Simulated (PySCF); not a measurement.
Harmonic spectrum computed at PBE0 in the def2-TZVP basis family (core potentials from Rb on, PySCF, no spin–orbit coupling):

```tsv
symmetry	ω (cm⁻¹)	IR (km/mol)
a1	344	0.0
a2	418	0.0
b1	495	177
b2	769	267
a1	823	25.9
a1	886	259
b2	895	73.0
a1	3905	0.5
b2	3906	231
```

**Question.** Which molecule gave it? In each, all ligands are bound to the one heavy central atom.
A. Al(OH)₂ (doublet)
B. Ga(OH)₂ (doublet)
C. Si(OH)₂ (singlet)
D. Ge(OH)₂ (singlet)

**Answer.** C. It has C2v symmetry with O–H 0.960 Å (×2), Si–O 1.649 Å (×2).
